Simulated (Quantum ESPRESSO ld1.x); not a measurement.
The numbers below are computed, except where a source is named.
All-electron atom: neutral potassium in [Ar] 4s1. Code: ld1.x of Quantum ESPRESSO 7.5. Model: Dirac Kohn-Sham, PBE, spin-unpolarised, spherical densities, point nucleus. Some entries of the table are withheld. Estimate them.

orbital  occ.  eigenvalue (eV)  r(max) (bohr)
1s1/2       2              (1)        0.05301
2s1/2       2              (2)         0.3182
2p1/2       2              (3)         0.2614
2p3/2       4              (4)         0.2633
3s1/2       2         -35.3395            (5)
3p1/2       2              (6)          1.152
3p3/2       4              (7)          1.159
4s1/2       1              (8)          4.166

Answer. 
(1) 1s1/2 eigenvalue (eV): -3521.79
(2) 2s1/2 eigenvalue (eV): -353.347
(3) 2p1/2 eigenvalue (eV): -281.988
(4) 2p3/2 eigenvalue (eV): -279.095
(5) 3s1/2 r(max) (bohr): 1.077
(6) 3p1/2 eigenvalue (eV): -18.9894
(7) 3p3/2 eigenvalue (eV): -18.7228
(8) 4s1/2 eigenvalue (eV): -2.3189
